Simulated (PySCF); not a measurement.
**Bonding in `CS[Si]([SiH3])([SiH3])C(C)=O`**

Species: C3H12OSSi3.
Numbering: `[CH3:1][S:2][Si:3]([SiH3:4])([SiH3:5])[C:6]([CH3:7])=[O:8]` (hydrogens: H9, H10, H11 on C1; H12, H13, H14 on Si4; H15, H16, H17 on Si5; H18, H19, H20 on C7)

Structure used (GFN2-xTB), in Å, numbered top down from 1:
```xyz
20
C3H12OSSi3 angstrom
C     -2.472    1.260   -0.312
S     -0.733    1.628   -0.674
Si     0.122   -0.218    0.142
Si    -0.587   -2.036   -1.159
Si    -0.160   -0.244    2.469
C      2.011   -0.059   -0.173
C      2.560    1.078   -0.977
O      2.704   -0.936    0.300
H     -2.599    1.111    0.756
H     -2.778    0.371   -0.857
H     -3.053    2.116   -0.639
H      0.534   -2.892   -1.539
H     -1.545   -2.834   -0.384
H     -1.279   -1.628   -2.387
H     -0.786    0.983    2.979
H      1.107   -0.431    3.169
H     -1.062   -1.346    2.824
H      2.135    1.031   -1.978
H      2.231    2.016   -0.534
H      3.646    1.041   -1.030
```

Bond orders from the PBE0/pcSseg-1 density (PySCF). Geometry: GFN2-xTB, one conformer, isolated molecule.

**Question.** How far do the computed orders between heavy atoms stray from the drawn ones?

**Answer.** The largest departure is 0.199, at Si3–C6 (drawn single, 0.801). Drawn single, order below 0.88: Si3–Si4 (0.836), Si3–Si5 (0.835) and Si3–C6 (0.801).

**Question.** Give the Mayer order of every bond between heavy atoms, beside its length.

**Answer.** 
```csv
bond,drawn as,length (Å),Mayer order
C1–S2,single,1.813,0.999
S2–Si3,single,2.191,0.955
Si3–Si4,single,2.346,0.836
Si3–Si5,single,2.344,0.835
Si3–C6,single,1.922,0.801
C6–C7,single,1.497,0.997
C6–O8,double,1.213,1.934
```

**Question.** And the bonds to hydrogen?

**Answer.** C–H: 0.93 to 0.96 (6 bonds); H–Si: 0.93 to 0.95 (6 bonds).

**Question.** Sum the orders of all bonds at each heavy atom with more than one neighbour and set the sums beside the valence in the SMILES.

**Answer.** C1 3.839 (drawn 4), S2 1.954 (drawn 2), Si3 3.427 (drawn 4), Si4 3.640 (drawn 4), Si5 3.642 (drawn 4), C6 3.732 (drawn 4), C7 3.816 (drawn 4). Orders between atoms that aren't bonded are not in these sums.

Mayer orders depend on the basis set.
